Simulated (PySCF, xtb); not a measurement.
AlClH3N, SMILES [NH2][AlH][Cl]. One conformer was computed; it need not be the lowest.

Harmonic wavenumbers (cm⁻¹) from GFN2-xTB in xtb at its own minimum, in rising order: 139, 215, 423, 447, 471, 540, 643, 819, 1470, 1891, 3397, 3436.

Problem. What does PBE0-D3(BJ)/def2-TZVP (PySCF) give at its own minimum? (An estimate is asked for; the answer gives what the named calculation found.)

Solution. 181, 368, 410, 503, 508, 576, 735, 849, 1563, 1987, 3610, 3703. Paired by order, the mean absolute difference is 94 cm⁻¹ and the zero-point energies are 19.9 and 21.4 kcal/mol.
